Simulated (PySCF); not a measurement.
PySCF input:

```python
from pyscf import gto, scf, dft

mol = gto.M(
    atom='''
    Sb    0.03284022    0.01666518    1.10466504
    I     0.95642202   -1.83978264   -0.53275833
    I    -0.98802298    1.82374634   -0.53022124
    ''',
    basis='def2-tzvpd',
    ecp='def2-tzvp',
    charge=1,
    spin=0,
    verbose=4,
)

mf = scf.RHF(mol).density_fit(auxbasis='def2-universal-jkfit')
mf.conv_tol = 1e-9
mf.max_cycle = 100
mf.max_memory = 1500
mf.kernel()
if not mf.converged:
    mf = mf.newton()
    mf.kernel(mf.make_rdm1())
mf.analyze()
```

What final total energy does it print?

-832.38694 Eh (HF/def2-TZVPD).
